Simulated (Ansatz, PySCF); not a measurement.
C₂H₄Cl₂Ge, SMILES C=[CH][GeH]([Cl])[Cl].

Coordinates come from a PBE0-D3(BJ)/def2-SVP optimisation. The values are those of a single conformer.

Vertical ionisation energy (IE) and electron affinity (EA) in eV. Rows of orbital energies are one-electron estimates. Where ΔSCF, EOM or ADC give a negative EA the extra electron is unbound and the value depends on the basis.

| level | IE | EA |
|---|---|---|
| −ε(HOMO), −ε(LUMO), CAM-B3LYP/def2-TZVP (PySCF) | 9.93 | 0.06 |
| −ε(HOMO), −ε(LUMO), PBE/def2-TZVP (PySCF) | 7.38 | 2.16 |
| ΔSCF, PBE/def2-SVPD (Ansatz), final states of multiplicity 2 and 2 | (withheld) | (withheld) |

### Question
Fill in the missing entries. (Estimate from the structure and the level; the computed values follow.)

### Answer

- ΔSCF, PBE/def2-SVPD (Ansatz, a first-principles code), final states of multiplicity 2 and 2, IE: 10.16
- ΔSCF, PBE/def2-SVPD (Ansatz), final states of multiplicity 2 and 2, EA: -0.20

### Question
What vertical singlet–triplet gap does ΔSCF give with PBE/def2-SVPD (Ansatz)? (An estimate is asked for; the answer gives what the named calculation found.)

### Answer
4.31 eV (triplet above singlet where positive).
